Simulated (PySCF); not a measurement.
Basis-set dependence of the ionisation energy of Sm⁺

Sm⁺ [Xe] 4f6 6s1 (8F) → Sm²⁺ [Xe] 4f6 (7F). Calculated with PySCF 2.14 from differences of total energies of unrestricted determinants, without spin-orbit coupling. Values in eV.

```csv
basis,Hamiltonian,functions,UHF,PBE,PBE0,MP2 (valence)
cc-pVDZ-X2C,spin-free X2C,84,10.309,11.305,11.092,10.965
ANO-RCC-VTZP,spin-free X2C,104,10.309,11.395,11.158,11.047
x2c-TZVPPall,spin-free X2C,113,10.319,11.321,11.119,11.066
"x2c-TZVPPall with one added diffuse shell each of s, p, d, f type",spin-free X2C,129,10.325,11.365,11.146,11.079
ANO-RCC-VQZP,spin-free X2C,140,10.311,11.367,11.141,11.078
```

Frozen in the all-electron rows: valence: [Kr] 4d10.

Between the lowest levels the reference is 11.078 ± 0.02 eV (semi-empirical (NIST evaluation); NIST Atomic Spectra Database, ionization energies); it includes spin-orbit coupling, which these numbers lack.
